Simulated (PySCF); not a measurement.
H6N3Si, SMILES N[Si](N)N, multiplicity 2.

Coordinates come from a PBE-D3(BJ)/def2-SVP optimisation. The values are those of a single conformer.

These are PBE-D3(BJ)/def2-SVP in PySCF values and carry that method's errors.

Frequencies are harmonic and unscaled.

Modes within 1.5 cm⁻¹ of each other (mostly degenerate sets) share a row, with their intensities summed.

| mode | ν (cm⁻¹) | IR (km/mol) | moving atoms (share of kinetic energy) |
|---|---|---|---|
| 1–2 | 171 | 33.8 | H 72 %, N 23 % |
| 3–4 | 258 | 25.6 | N 47 %, H 46 % |
| 5 | 304 | 8.2 | H 36 %, Si 36 %, N 29 % |
| 6 | 380 | 19.3 | H 86 %, N 10 % |
| 7–8 | 450 | 194.2 | H 80 %, N 19 % |
| 9 | 485 | 264.8 | H 76 %, N 22 % |
| 10 | 703 | 1.7 | N 70 %, H 16 %, Si 14 % |
| 11–12 | 775 | 38.5 | H 58 %, N 33 %, Si 10 % |
| 13 | 798 | 14.0 | H 78 %, N 13 %, Si 8 % |
| 14–15 | 845 | 152.4 | H 38 %, Si 34 %, N 27 % |
| 16–17 | 1481 | 121.3 | H 89 %, N 10 % |
| 18 | 1484 | 0.0 | H 90 %, N 9 % |
| 19 | 3455 | 2.3 | H 96 % |
| 20–21 | 3457 | 41.6 | H 96 % |
| 22–24 | 3559 | 52.8 | H 92 %, N 8 % |
